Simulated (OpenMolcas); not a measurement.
Pd2+ in KMgF3: curves along the breathing mode

Pd2+ with its 6 nearest fluoride ions, on the Mg site of KMgF3 (a = 3.973 Å, distance in the model lattice 1.986 Å). The rest of the host is ab initio model potentials to 7.6 Å, with orthogonalisation functions on the cations behind the ligands, and point charges beyond; the distance is set by hand and nothing relaxes. Ligand basis ANO-RCC-VDZP.

| Quantity | Value |
| --- | --- |
| Program | OpenMolcas |
| Method | CASSCF |
| Basis | ANO-RCC-VDZP [6s5p3d1f] |
| Scalar Hamiltonian | DKH2, point nucleus |
| Active space | 8 electrons in 5 orbitals (4d) |
| State averaging | 2S+1 = 3 even, 10 roots; 2S+1 = 1 even, 15 roots |
| Spin-orbit coupling | state interaction with AMFI integrals over the reference wave functions |

Spin-free energies (labels of O, the rotations of Oh) in cm-1 above the lowest fitted minimum, as all ligands move together:

| R (Å) | 3A2 | 1E | 3T2 | 3T1 | 1A1 | 1T2 | 1T1 |
| --- | --- | --- | --- | --- | --- | --- | --- |
| 1.967 | 7250 | 20870 | 27520 | 36030 | 31630 | 40590 | 44470 |
| 2.013 | 1980 | 15620 | 19970 | 28200 | 26120 | 33100 | 37030 |
| 2.059 | 40 | 13690 | 16040 | 23950 | 23920 | 29210 | 33200 |
| 2.106 | 1260 | 14920 | 15480 | 23020 | 24860 | 28680 | 32730 |
| 2.152 | 5490 | 19140 | 18190 | 25330 | 28800 | 31400 | 35520 |
| 2.198 | 12750 | 26390 | 24110 | 30830 | 35770 | 37330 | 41510 |
| 2.245 | 23470 | 37090 | 33640 | 39920 | 46190 | 46840 | 51110 |

Cubic fits give the following; the wavenumber is harmonic, with the mass of all moving ligands, small differences in it between states hang on the degree of the fit, a number in brackets counts states of one label, and the table is a selection of at most 14 states with clean curves.

```json
{"State": "3A2", "R0 (Å)": "2.066", "Breathing mode (cm-1)": "661", "Minimum (cm-1)": "0"}
{"State": "1E", "R0 (Å)": "2.065", "Breathing mode (cm-1)": "660", "Minimum (cm-1)": "13660"}
{"State": "3T2", "R0 (Å)": "2.091", "Breathing mode (cm-1)": "683", "Minimum (cm-1)": "15240"}
{"State": "3T1", "R0 (Å)": "2.096", "Breathing mode (cm-1)": "679", "Minimum (cm-1)": "22880"}
{"State": "1A1", "R0 (Å)": "2.070", "Breathing mode (cm-1)": "659", "Minimum (cm-1)": "23830"}
{"State": "1T2", "R0 (Å)": "2.090", "Breathing mode (cm-1)": "681", "Minimum (cm-1)": "28430"}
{"State": "1T1", "R0 (Å)": "2.089", "Breathing mode (cm-1)": "682", "Minimum (cm-1)": "32450"}
{"State": "3T1(2)", "R0 (Å)": "2.107", "Breathing mode (cm-1)": "705", "Minimum (cm-1)": "35230"}
{"State": "1E(2)", "R0 (Å)": "2.111", "Breathing mode (cm-1)": "701", "Minimum (cm-1)": "44820"}
{"State": "1T2(2)", "R0 (Å)": "2.111", "Breathing mode (cm-1)": "701", "Minimum (cm-1)": "45110"}
{"State": "1A1(2)", "R0 (Å)": "2.106", "Breathing mode (cm-1)": "701", "Minimum (cm-1)": "66890"}
```

The minimum of 3T2 is shifted by +0.0251 Å against 3A2 (from the unrounded fits). With M = 114.0 u for the moving shell, the Huang-Rhys factor in this mode is S = M ω ΔR² / 2ħ = 0.01483 × 114.0 × 661 × 0.0251² = 0.70. Only the first shell moves, against a rigid host.

Without dynamic correlation the repulsion within the d shell is too large (B by tens of per cent), so at a given field states of lower spin stand too high. Real 4d8 and 5d8 ions are as a rule square planar and diamagnetic. With metal d orbitals alone the field can be off either way by tens of per cent. Ligand-to-metal charge-transfer states are missing. With no ligand orbital active B as a rule stays too high, so bands that hang on it stand too high and its fall with covalency is understated. No measured value stands beside these numbers.
